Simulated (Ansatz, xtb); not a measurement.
Two isomers of C5H6Cl2O2

Structure I is `OC1=C[C@@H](C(Cl)Cl)OC1`, a singlet and structure II is `O=C1CO[C@@H](C(Cl)Cl)C1`, a singlet. Both are isolated molecules in the gas phase, relaxed with B3LYP/def2-SVP; each stands in its lowest conformer found.

Quicker runs give these differences E(II) − E(I): GFN2-xTB −7.8 kcal/mol; HF/STO-3G −18.2 kcal/mol (at GFN2-xTB geometries); r2SCAN-D4/def2-SVP −12.3 kcal/mol (at GFN2-xTB geometries).

Estimate E(II) − E(I) at the level CCSD(T)/def2-SVP + ΔMP2/def2-TZVPP.

Calculated at CCSD(T)/def2-SVP + ΔMP2/def2-TZVPP: E(II) − E(I) = −10.2 kcal/mol, so structure II lies lower.

The same difference at several levels:

| level | geometry | E(II) − E(I) (kcal/mol) | departure from the last row (kcal/mol) | job, with rough time for the two |
| --- | --- | --- | --- | --- |
| GFN2-xTB | GFN2-xTB | −7.8 | +2.4 | optimisation, 0.68 s |
| HF/STO-3G | GFN2-xTB | −18.2 | −8.0 | single point, 2.4 s |
| r2SCAN-D4/def2-SVP | GFN2-xTB | −12.3 | −2.1 | single point, 16 s |
| B3LYP/def2-SVP | B3LYP/def2-SVP | −11.5 | −1.4 | optimisation, 3.8 min |
| HF/def2-SVP | B3LYP/def2-SVP | −12.1 | −1.9 | part of the CCSD(T) run |
| MP2/def2-SVP | B3LYP/def2-SVP | −12.5 | −2.3 | part of the CCSD(T) run |
| CCSD(T)/def2-SVP | B3LYP/def2-SVP | −12.9 | −2.7 | single point |
| CCSD(T)/def2-SVP + ΔMP2/def2-TZVPP | B3LYP/def2-SVP | −10.2 |  | single point, 8.3 min |

As drawn, II has 1 C=O, 1 C–C, 1 C–H in place of 1 C–O, 1 C=C, 1 O–H.

The levels shown agree on the order. The largest departure from CCSD(T)/def2-SVP + ΔMP2/def2-TZVPP is that of HF/STO-3G, 8.0 kcal/mol. The last row adds to CCSD(T) the change of the MP2 difference between the two basis sets, here +2.7 kcal/mol.

With thermal terms from frequencies at re-optimised GFN2-xTB minima (ideal gas, soft modes damped towards free rotors, one conformer each, 298.15 K, 1 atm): the zero-point term adds +0.2 kcal/mol; ΔH is −10.1 and ΔG −9.9 kcal/mol.

The correlated steps freeze 17 core orbitals. Codes used: Ansatz 0.2.0, xtb 6.7.1; the last row on 2 threads of Intel(R) Xeon(R) Processor @ 2.50GHz (Skylake/Cascade Lake) on a shared host.
